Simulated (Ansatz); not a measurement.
`C[SiH](N)CS` + HBr → `C[SiH](N)Br` + CH₃SH  (ligand exchange at the Si–C bond)

Computed with Ansatz on PBE0-D4/def2-TZVP structures; ΔE is electronic, products minus reactants. CCSD(T)/CBS adds triple-zeta CCSD(T) − MP2 to the extrapolated MP2 energy (def2 sets, frozen cores). This one scheme is used for every species. DFT in def2-TZVPP. B3LYP here is the variant with VWN-RPA as its local correlation; programs differ in this. For Br outer-core shells are correlated without core-valence functions, which leaves a few kJ/mol of doubt a bond. Scalar relativity is left out up to krypton. Each species was taken in one conformer, which may not be the lowest.

`C[SiH](N)CS`:

```xyz
14

C    -0.455   -0.042   -1.719
Si    0.244   -0.615   -0.092
N    -1.078   -0.940    0.970
C     1.314    0.705    0.709
S     0.361    2.192    1.115
H     0.350    0.166   -2.428
H    -1.100   -0.804   -2.164
H    -1.034    0.874   -1.586
H     1.131   -1.801   -0.308
H    -0.920   -1.382    1.861
H    -1.958   -1.239    0.580
H     1.825    0.324    1.597
H     2.088    1.011    0.000
H    -0.768    1.550    1.465
```

HBr:

Z-matrix (Å, degrees):
```
Br
H 1 1.420
```

`C[SiH](N)Br`:

Z-matrix (Å, degrees):
```
C
Si 1 1.854
H 1 1.093 2 110.6
H 1 1.093 2 110.2 3 -120.2
H 1 1.091 2 110.5 3 119.4
N 2 1.706 1 110.1 3 60.0
Br 2 2.254 1 106.8 3 -64.0
H 2 1.480 1 114.1 3 -179.0
H 6 1.008 2 119.4 1 169.7
H 6 1.008 2 119.7 1 -48.5
```

CH₃SH:

Cartesian coordinates in Å:
```
C 0.231 -0.127 0.414
S -0.594 -0.434 -1.163
H 1.137 0.464 0.284
H 0.509 -1.105 0.807
H -0.436 0.356 1.127
H -0.847 0.847 -1.470
```

CCSD(T)/CBS gives -110.8 kJ/mol.

(1) Another level gave -111.8 kJ/mol. Which?
A. r2SCAN-D4/def2-TZVPP
B. CCSD(T)/def2-TZVPP
C. B3LYP/def2-TZVPP
D. HF/def2-TZVPP

Largest T1 diagnostic among the species: 0.010.

Results:

(1) A. r2SCAN-D4 -111.8, B3LYP -118.0, CCSD(T)/def2-TZVPP -106.0, HF/def2-TZVPP -131.3 kJ/mol.

In def2-TZVPP, CCSD(T) changes the Hartree–Fock value by +25.3 kJ/mol (the triples alone add +2.9 kJ/mol) and MP2 by +21.3 kJ/mol. The D4 term adds +8.8 kJ/mol with B3LYP and +5.2 kJ/mol with PBE0; it sums over pairs of atoms, weighted by their polarisabilities, and B3LYP, whose exchange is more repulsive, gets the larger term.
